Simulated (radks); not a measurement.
The numbers below are computed, except where a source is named.
Q: Sb2+, configuration [Kr] 4d10 5s2 5p1. Code: a radial shooting solver on a logarithmic mesh with Libxc functionals. Model: scalar-relativistic Kohn-Sham, r2SCAN, spin-polarised, spherical densities, finite nucleus; open shells are filled with parallel spins first (spin-orbit coupling, left out, can overturn this in heavy ions); meta-GGA in the generalised Kohn-Sham scheme; Fermi nuclear charge, rms radius 4.6802 fm. Some entries of the table are withheld. Estimate them.

orbital  occ.  eigenvalue (hartree)  <r^2> (bohr^2)  <1/r> (bohr^-1)
1s up       1             -1116.394        0.001094            54.32
1s down     1             -1116.392        0.001094            54.32
2s up       1             -171.0517         0.01772            12.43
2s down     1             -171.0517         0.01772            12.43
2p up       3             -153.5204         0.01401            11.91
2p down     3             -153.5194         0.01401            11.91
3s up       1             -34.32092          0.1244            4.437
3s down     1             -34.32009          0.1244            4.437
3p up       3             -28.56579          0.1250            4.216
3p down     3             -28.56465          0.1250            4.216
3d up       5             -19.80001          0.1106            3.976
3d down     5             -19.79886          0.1106            3.976
4s up       1              -6.29257          0.7093            1.750
4s down     1              -6.28980          0.7097            1.749
4p up       3                   (1)          0.8302            1.595
4p down     3                   (2)          0.8299            1.595
4d up       5              -1.94187           1.242            1.296
4d down     5              -1.93711           1.229            1.299
5s up       1              -1.11434           5.000           0.6112
5s down     1              -1.06724           4.891           0.6207
5p up       1              -0.75917           6.920           0.5128
5p down     0              -0.70118           6.574           0.5257

A: 
(1) 4p up eigenvalue (hartree): -4.52308
(2) 4p down eigenvalue (hartree): -4.52071
